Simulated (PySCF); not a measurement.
Si(F)3(NCO) (CF3NOSi), SMILES O=C=N[Si](F)(F)F.

Geometry: r2SCAN-D4/def2-SVP. Other conformers were not sampled.

Method: PBE0/def2-TZVP in PySCF.

Symmetry labels are those of the subgroup Cs that the program uses (full group C3v).

Computed valence orbital energies around the gap with their symmetry:
| orbital | symmetry | energy (eV) |
|---|---|---|
| HOMO−7 | A" | -13.58 |
| HOMO−6 | A' | -13.58 |
| HOMO−5 | A' | -13.50 |
| HOMO−4 | A' | -12.96 |
| HOMO−3 | A" | -12.96 |
| HOMO−2 | A" | -12.52 |
| HOMO−1 | A' | -9.94 |
| HOMO | A" | -9.94 |
| LUMO | A' | -0.14 |
| LUMO+1 | A" | -0.14 |
| LUMO+2 | A' | 0.40 |
| LUMO+3 | A' | 1.47 |
